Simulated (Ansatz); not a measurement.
A calculation with Ansatz (development build ahead of 0.2.0).

```yaml
crystal:
  periodic: [false, false, false]
  atoms:
    - { symbol: Cl, position_ang: [0.0, 0.0, 0.0] }
basis:
  gaussian: { orbitals: "6-31G" }
magnetization:
  spin_polarized: true
  initial_magnetization: 1
hamiltonian:
  xc: pbe0
```

The input is written out in the form of the current development build from the run's settings.

Output:

```json
{"Converged": "yes", "Total energy": "-459.96330 hartree", "Spin squared of the determinant": "0.750"}
```
